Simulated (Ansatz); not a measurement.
Ligand exchange: Ge(CH3)(NH2)3 + C2H8MgN2 → Ge(NH2)4 + C3H9MgN

Species: Ge(CH3)(NH2)3, singlet; C2H8MgN2 `C[N](C)[Mg][NH2]`, singlet; Ge(NH2)4, singlet; C3H9MgN `[CH3][Mg][N](C)C`, singlet. The partners trade CH3 for NH2: Ge–CH3 and Mg–NH2 bonds give way to Ge–NH2 and Mg–CH3.

Shapes, held fixed at every level: PBE0-D4/def2-TZVP. Flexible molecules stand in one conformer, not always the lowest. Programs: Ansatz 0.2.0. Electronic energies: no zero-point or thermal term.

**Question.** Estimate ΔE of this reaction.

**Answer.** The highest level, CCSD(T)/def2-TZVPP, gives ΔE = +39.5 kJ/mol; the levels span +37.2 to +40.3. The column of differences is taken from that level and isn't an error. No measured value is set beside it here. Relativity is left out for Ge. Outer-core shells of Ge, Mg are correlated, in sets that cover them unevenly.

```
               level                    kind  ΔE (kJ/mol)  less CCSD(T)/def2-TZVPP
       HF/def2-TZVPP            Hartree–Fock        +37.2                     -2.3
   PBE-D4/def2-TZVPP                     GGA        +37.5                     -2.0
r2SCAN-D4/def2-TZVPP                meta-GGA        +40.3                     +0.8
  PBE0-D4/def2-TZVPP           global hybrid        +37.6                     -1.9
  wB97X-V/def2-TZVPP  range-separated hybrid        +39.5                      0.0
   B2PLYP/def2-TZVPP           double hybrid        +40.3                     +0.8
     CCSD/def2-TZVPP   coupled cluster or CI        +40.3                     +0.8
  CCSD(T)/def2-TZVPP   coupled cluster or CI        +39.5                      0.0
```
